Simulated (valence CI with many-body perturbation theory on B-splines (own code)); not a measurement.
## E1 line list for Ta⁴⁰⁺

Calculated by configuration interaction combined with many-body perturbation theory (CI+MBPT): five valence electrons over a frozen Dirac-Fock core [Ar] 3d10, radial functions for each j: 11 s, 11 p, 10 d, 8 f, 5 g, 2 h, with the one-electron correlation potential Σ1, the two-electron term Σ2, the three-electron term Σ3, Breit, model QED; selected CI, second order for the rest, scaled by the run's own slope (own B-spline code, finite nucleus).

The last digits are not significant, and no measured levels were compared; by estimate large intervals hold to a few tenths of a per cent, small ones and those within an open d or f shell to about a per cent. Among the levels kept, up to 2100 cm⁻¹ of a level comes from second order outside the variational space, and about a tenth of that is noise between levels of different J, which matters for small intervals.

Lines 101 to 150 of 523 in falling wavelength, among levels below 38.540 Ry, chosen from the strongest by gf and those to the six lowest levels. Wavelengths and rates use the calculated energies. Electric multipoles are in the length gauge with retardation, E1 and E2 with the static RPA response of the core. Weak lines are less certain than strong ones. Lines between different terms over intervals too small for the method are left out, as are lines whose strength nearly cancels. Where a level lies close to another of its J and parity, the split of strength between their lines is uncertain. The highest levels of a list are the least certain.

Levels are named by their leading jj configuration (3d3/2^4 stands for four electrons in 3d with j = 3/2), which in mixed levels can hold well under half, so a name can repeat and another be missing. Letters in brackets count levels of one name in rising energy.

```tsv
λ vac (Å)	Upper	Lower	A (s⁻¹)	S (a.u.) with core polarisation	S without
69.92	(4s 4p1/2 4p3/2^2 4d5/2) J=1/2 [c]	(4s 4p1/2 4p3/2^3) J=1/2	1.41e+11	4.76e-02	5.01e-02
69.85	(4s 4p1/2 4p3/2^2 4d5/2) J=7/2 [c]	(4s^2 4p1/2 4p3/2 4d5/2) J=5/2 [b]	5.48e+10	7.37e-02	7.76e-02
69.81	(4s 4p1/2 4p3/2^2 4d3/2) J=5/2 [d]	(4s^2 4p1/2 4p3/2 4d3/2) J=5/2 [b]	2.92e+10	2.94e-02	3.10e-02
69.73	(4s 4p1/2^2 4d5/2^2) J=9/2	(4s 4p1/2^2 4p3/2 4d5/2) J=9/2	1.27e+11	2.12e-01	2.23e-01
69.72	(4s 4p1/2 4p3/2^2 4d5/2) J=5/2 [b]	(4s^2 4p1/2 4p3/2 4d5/2) J=3/2 [b]	8.39e+10	8.42e-02	8.84e-02
69.66	(4s 4p1/2 4p3/2^2 4d5/2) J=1/2 [c]	(4s 4p1/2 4p3/2^3) J=3/2	8.54e+10	2.85e-02	3.01e-02
69.65	(4s^2 4p1/2^2 4f7/2) J=7/2	(4s^2 4p1/2^2 4d5/2) J=5/2	1.35e+11	1.80e-01	1.89e-01
69.61	(4s 4p1/2^2 4d3/2 4d5/2) J=3/2 [a]	(4s 4p1/2^2 4p3/2 4d3/2) J=1/2 [a]	1.40e+11	9.33e-02	9.84e-02
69.59	(4s 4p1/2^2 4d3/2 4d5/2) J=3/2 [a]	(4s 4p1/2^2 4p3/2 4d3/2) J=3/2 [a]	4.90e+10	3.26e-02	3.43e-02
69.54	(4s 4p1/2 4p3/2^2 4d3/2) J=9/2	(4s^2 4p1/2 4p3/2 4d3/2) J=7/2	3.89e+10	6.45e-02	6.87e-02
69.51	(4s^2 4p1/2 4p3/2 4f7/2) J=3/2	(4s^2 4p1/2 4p3/2 4d5/2) J=1/2	1.04e+11	6.89e-02	7.24e-02
69.41	(4s^2 4p1/2 4p3/2 4f7/2) J=7/2 [a]	(4s^2 4p1/2 4p3/2 4d5/2) J=5/2 [a]	5.58e+10	7.37e-02	7.70e-02
69.35	(4s 4p1/2^2 4p3/2 4d5/2) J=3/2 [b]	(4s 4p1/2^2 4p3/2^2) J=1/2	1.92e+11	1.26e-01	1.33e-01
69.32	(4s 4p1/2 4p3/2^2 4d5/2) J=3/2 [d]	(4s 4p1/2 4p3/2^3) J=3/2	2.25e+11	1.48e-01	1.56e-01
69.31	(4s 4p1/2^2 4d3/2 4d5/2) J=7/2 [b]	(4s 4p1/2^2 4p3/2 4d3/2) J=7/2	3.31e+10	4.35e-02	4.61e-02
69.19	(4s 4p1/2 4p3/2^2 4d3/2) J=7/2 [a]	(4s^2 4p1/2 4p3/2 4d3/2) J=5/2 [a]	6.84e+10	8.95e-02	9.52e-02
69.14	(4s 4p1/2^2 4p3/2 4d5/2) J=5/2 [b]	(4s 4p1/2^2 4p3/2^2) J=3/2	3.94e+11	3.85e-01	4.06e-01
69.06	(4s^2 4p1/2 4d3/2 4d5/2) J=5/2	(4s^2 4p1/2 4p3/2 4d3/2) J=3/2 [a]	1.06e+11	1.03e-01	1.10e-01
69.04	(4s^2 4p1/2 4p3/2 4f7/2) J=5/2 [b]	(4s^2 4p1/2 4p3/2 4d5/2) J=5/2 [a]	1.39e+11	1.36e-01	1.43e-01
69.02	(4s^2 4p1/2 4p3/2 4f7/2) J=3/2	(4s^2 4p1/2 4p3/2 4d5/2) J=5/2 [b]	5.67e+10	3.68e-02	3.89e-02
68.99	(4s^2 4p1/2 4d3/2 4d5/2) J=5/2	(4s^2 4p1/2 4p3/2 4d3/2) J=5/2 [a]	8.33e+10	8.10e-02	8.54e-02
68.95	(4s 4p1/2 4p3/2^2 4d5/2) J=5/2 [e]	(4s 4p1/2 4p3/2^3) J=5/2	1.97e+11	1.91e-01	2.02e-01
68.81	(4s^2 4p1/2 4d5/2^2) J=3/2	(4s^2 4p1/2 4p3/2 4d5/2) J=3/2 [a]	1.13e+11	7.30e-02	7.70e-02
68.73	(4s^2 4p3/2 4d3/2 4d5/2) J=5/2 [c]	(4s^2 4p3/2^2 4d3/2) J=7/2	3.75e+10	3.61e-02	3.83e-02
68.71	(4s^2 4p1/2 4p3/2 4d5/2) J=3/2 [c]	(4s^2 4p1/2 4p3/2^2) J=1/2	1.24e+11	7.96e-02	8.40e-02
68.60	(4s^2 4p1/2 4d5/2^2) J=1/2	(4s^2 4p1/2 4p3/2 4d5/2) J=3/2 [c]	1.18e+11	3.75e-02	3.96e-02
68.53	(4s 4p1/2 4p3/2^2 4d5/2) J=9/2 [c]	(4s^2 4p1/2 4p3/2 4d5/2) J=7/2 [b]	1.82e+11	2.89e-01	3.04e-01
68.42	(4s^2 4p1/2 4p3/2 4f7/2) J=5/2 [a]	(4s^2 4p1/2 4p3/2 4d5/2) J=3/2 [a]	1.31e+11	1.24e-01	1.31e-01
68.26	(4s 4p1/2 4p3/2^2 4d5/2) J=3/2 [b]	(4s^2 4p1/2 4p3/2 4d5/2) J=3/2 [c]	1.55e+11	9.72e-02	1.03e-01
68.21	(4s 4p1/2^2 4d3/2 4d5/2) J=5/2 [b]	(4s 4p1/2^2 4p3/2 4d3/2) J=7/2	4.36e+10	4.10e-02	4.34e-02
68.21	(4s 4p1/2 4p3/2^2 4d3/2) J=5/2 [e]	(4s^2 4p1/2 4p3/2 4d5/2) J=5/2 [a]	3.32e+10	3.12e-02	3.29e-02
68.19	(4s^2 4p1/2 4p3/2 4d5/2) J=3/2 [b]	(4s^2 4p1/2 4p3/2^2) J=5/2	3.66e+10	2.29e-02	2.43e-02
68.19	(4s^2 4p1/2 4p3/2 4f7/2) J=7/2 [b]	(4s^2 4p1/2 4p3/2 4d5/2) J=5/2 [a]	4.55e+10	5.69e-02	6.00e-02
68.18	(4s 4p1/2^2 4p3/2 4f5/2) J=7/2	(4s 4p1/2^2 4p3/2 4d3/2) J=5/2 [b]	8.40e+10	1.05e-01	1.12e-01
68.16	(4s 4p1/2^2 4p3/2 4d5/2) J=5/2 [a]	(4s^2 4p1/2^2 4d5/2) J=5/2	1.76e+11	1.65e-01	1.74e-01
68.16	(4s^2 4p3/2 4d3/2 4d5/2) J=7/2 [c]	(4s^2 4p3/2^2 4d3/2) J=7/2	2.14e+11	2.67e-01	2.83e-01
68.14	(4s^2 4p1/2 4p3/2 4d5/2) J=7/2 [b]	(4s^2 4p1/2 4p3/2^2) J=5/2	4.32e+11	5.40e-01	5.69e-01
68.12	(4s^2 4p1/2 4p3/2 4f5/2) J=3/2	(4s^2 4p1/2 4p3/2 4d5/2) J=3/2 [a]	1.86e+11	1.16e-01	1.22e-01
68.04	(4s^2 4p1/2 4p3/2 4d5/2) J=5/2 [b]	(4s^2 4p1/2 4p3/2^2) J=5/2	1.29e+10	1.20e-02	1.27e-02
68.00	(4s^2 4p1/2 4d3/2 4d5/2) J=3/2	(4s^2 4p1/2 4p3/2 4d3/2) J=1/2 [a]	1.22e+11	7.60e-02	8.06e-02
67.92	(4s^2 4p3/2 4d3/2 4d5/2) J=5/2 [c]	(4s^2 4p3/2^2 4d3/2) J=5/2	9.91e+10	9.19e-02	9.72e-02
67.87	(4s 4p1/2 4p3/2^2 4d3/2) J=7/2 [b]	(4s^2 4p1/2 4p3/2 4d3/2) J=7/2	7.05e+10	8.70e-02	9.25e-02
67.87	(4s^2 4p1/2 4d3/2 4d5/2) J=3/2	(4s^2 4p1/2 4p3/2 4d3/2) J=3/2 [a]	2.15e+11	1.33e-01	1.40e-01
67.81	(4s 4p1/2^2 4p3/2 4f5/2) J=5/2	(4s 4p1/2^2 4p3/2 4d3/2) J=3/2 [b]	3.17e+10	2.92e-02	3.10e-02
67.73	(4s 4p1/2 4p3/2^2 4d3/2) J=3/2 [e]	(4s^2 4p1/2 4p3/2 4d3/2) J=1/2 [b]	1.76e+11	1.08e-01	1.14e-01
67.64	(4s 4p1/2^2 4p3/2^2) J=5/2	(4s^2 4p1/2^2 4p3/2) J=3/2	2.80e+11	2.56e-01	2.71e-01
67.63	(4s^2 4p3/2 4d3/2 4d5/2) J=5/2 [c]	(4s^2 4p3/2^2 4d3/2) J=3/2 [a]	1.45e+11	1.32e-01	1.40e-01
67.63	(4s 4p1/2^2 4d3/2 4d5/2) J=3/2 [b]	(4s 4p1/2^2 4p3/2 4d3/2) J=5/2 [a]	4.56e+10	2.78e-02	2.94e-02
67.46	(4s 4p1/2 4p3/2^2 4d3/2) J=5/2 [e]	(4s^2 4p1/2 4p3/2 4d3/2) J=3/2 [b]	8.80e+10	8.00e-02	8.44e-02
67.46	(4s 4p1/2 4p3/2^2 4d3/2) J=7/2 [c]	(4s^2 4p1/2 4p3/2 4d3/2) J=7/2	5.12e+10	6.21e-02	6.59e-02
```
